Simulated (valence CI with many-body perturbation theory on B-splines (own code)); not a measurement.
## Fe5+: E2, M1 decay

Calculated by configuration interaction combined with many-body perturbation theory (CI+MBPT): three valence electrons over a frozen Dirac-Fock core [Ar], radial functions for each j: 9 s, 9 p, 10 d, 8 f, 5 g, 3 h, 1 i, with the one-electron correlation potential Σ1, the two-electron term Σ2, the three-electron term Σ3, Breit, model QED; selected CI, second order for the rest, scaled by the run's own slope (own B-spline code, finite nucleus).

Against 33 measured levels this calculation errs by 487 cm⁻¹ on average and by 1013 at most. These come from a selection out of Corliss and Sugar, J. Phys. Chem. Ref. Data 11, 135 (1982). Levels without a partner in it may be off by more, other configurations by 1,000 to 8,000 cm⁻¹. The list stops below the first excitations out of the core.

Lines 1 to 50 of 120 in falling wavelength, among levels below 40.993 eV, chosen from the decays that carry over 1 % of a level's rate. Wavelengths and rates use the calculated energies, so an error of 500 cm⁻¹ moves a line at 4611 nm by 23 % and its rate by three times that or more. Electric multipoles are in the length gauge, E1 and E2 with the static RPA response of the core. S is in atomic units (e²a₀⁴ for E2 and M2, e²a₀⁶ for E3), for M1 in squared Bohr magnetons. Weak lines are less certain than strong ones. Lines between different terms over intervals too small for the method are left out, as are lines whose strength nearly cancels.

Names give the largest LS component (configuration and term), which can be under half, so a name can repeat, a term be missing and a line seem to break the LS rules; names also repeat where a configuration has a term twice. Letters in brackets count levels of one name in rising energy.

```tsv
λ vac (nm)	λ from measured levels	Upper	Lower	Type	A (s⁻¹)	S (a.u.)
21210	20890	3d3 2H_11/2	3d3 2H_9/2	M1	1.27e-03	5.37e+00
19690	19560	3d3 4F_5/2	3d3 4F_3/2	M1	5.67e-03	9.63e+00
14980	14950	3d3 4P_5/2	3d3 4P_3/2	M1	4.73e-03	3.53e+00
14860	14770	3d3 4F_7/2	3d3 4F_5/2	M1	1.33e-02	1.29e+01
12350	12310	3d3 4F_9/2	3d3 4F_7/2	M1	1.44e-02	1.00e+01
4611	4690	3d3 2D_3/2 [a]	3d3 2P_1/2	M1	3.65e-02	5.30e-01
4356	4406	3d3 2D_5/2 [a]	3d3 2P_3/2	M1	5.25e-02	9.64e-01
4140	4144	3d3 2D_3/2 [a]	3d3 2P_3/2	M1	9.96e-02	1.05e+00
1521	1514	3d3 2P_3/2	3d3 4P_5/2	M1	9.88e-02	5.16e-02
1443	1350	3d3 2H_9/2	3d3 2G_9/2	M1	1.84e-01	2.05e-01
1381	1375	3d3 2P_3/2	3d3 4P_3/2	M1	1.92e-01	7.51e-02
1351	1268	3d3 2H_11/2	3d3 2G_9/2	M1	1.03e-01	1.13e-01
1344	1338	3d3 2P_3/2	3d3 4P_1/2	M1	8.52e-02	3.06e-02
1313	1233	3d3 2H_9/2	3d3 2G_7/2	M1	1.09e-01	9.17e-02
1301	1289	3d3 2P_1/2	3d3 4P_1/2	M1	3.44e-01	5.60e-02
1127	1127	3d3 2D_5/2 [a]	3d3 4P_5/2	M1	5.65e-02	1.80e-02
1112	1109	3d3 2D_3/2 [a]	3d3 4P_5/2	M1	1.49e-01	3.04e-02
575.6	563.9	3d3 2F_7/2	3d3 2D_5/2 [a]	E2	2.40e-02	1.08e+00
575.6	563.9	3d3 2F_7/2	3d3 2D_5/2 [a]	M1	1.09e-02	6.19e-04
566.9	556.3	3d3 2F_5/2	3d3 2D_3/2 [a]	E2	1.91e-02	5.99e-01
563.1	551.9	3d3 2F_5/2	3d3 2D_5/2 [a]	M1	2.92e-02	1.16e-03
555.9	587.7	3d3 2F_7/2	3d3 2H_11/2	E2	5.62e-02	2.13e+00
550.3	567.9	3d3 4P_5/2	3d3 4F_9/2	E2	5.16e-02	1.40e+00
546.0	563.3	3d3 4P_3/2	3d3 4F_7/2	E2	3.80e-02	6.60e-01
545.3	537.2	3d3 2G_7/2	3d3 4F_9/2	M1	1.21e-02	5.83e-04
532.3	548.6	3d3 4P_1/2	3d3 4F_5/2	E2	3.39e-02	2.59e-01
530.7	559.3	3d3 2F_5/2	3d3 2H_9/2	E2	7.52e-02	1.70e+00
526.8	542.8	3d3 4P_5/2	3d3 4F_7/2	E2	2.05e-02	4.46e-01
526.8	542.8	3d3 4P_5/2	3d3 4F_7/2	M1	2.12e-03	6.90e-05
526.7	542.6	3d3 4P_3/2	3d3 4F_5/2	E2	3.26e-02	4.72e-01
526.7	542.6	3d3 4P_3/2	3d3 4F_5/2	M1	1.41e-03	3.06e-05
525.6	517.7	3d3 2G_9/2	3d3 4F_9/2	M1	5.65e-01	3.04e-02
522.2	514.7	3d3 2G_7/2	3d3 4F_7/2	M1	2.37e-01	9.99e-03
518.3	533.7	3d3 4P_1/2	3d3 4F_3/2	E2	5.86e-02	3.91e-01
513.0	527.9	3d3 4P_3/2	3d3 4F_3/2	E2	1.23e-02	1.55e-01
513.0	527.9	3d3 4P_3/2	3d3 4F_3/2	M1	3.22e-03	6.45e-05
508.8	523.6	3d3 4P_5/2	3d3 4F_5/2	E2	5.45e-03	9.96e-02
508.8	523.6	3d3 4P_5/2	3d3 4F_5/2	M1	1.10e-03	3.21e-05
508.4	499.9	3d3 2F_7/2	3d3 2P_3/2	E2	1.82e-02	4.42e-01
504.9	497.3	3d3 2F_5/2	3d3 2P_1/2	E2	1.22e-02	2.15e-01
504.5	497.4	3d3 2G_7/2	3d3 4F_5/2	M1	2.21e-01	8.40e-03
504.1	496.9	3d3 2G_9/2	3d3 4F_7/2	M1	2.28e-01	1.08e-02
393.9	401.6	3d3 2F_7/2	3d3 2G_9/2	E2	1.17e-01	7.95e-01
393.9	401.6	3d3 2F_7/2	3d3 2G_9/2	M1	1.10e-01	1.99e-03
385.6	398.3	3d3 2D_5/2 [b]	3d3 2F_5/2	M1	5.52e-01	7.04e-03
385.3	374.2	3d3 2H_9/2	3d3 4F_9/2	M1	6.90e-03	1.46e-04
383.5	390.6	3d3 2F_7/2	3d3 2G_7/2	M1	2.38e-01	3.98e-03
383.5	390.6	3d3 2F_7/2	3d3 2G_7/2	E2	1.16e-02	6.90e-02
381.3	389.1	3d3 2P_3/2	3d3 4F_5/2	M1	4.86e-01	4.00e-03
380.8	393.0	3d3 2D_3/2 [b]	3d3 2F_5/2	E2	4.91e-01	1.40e+00
```
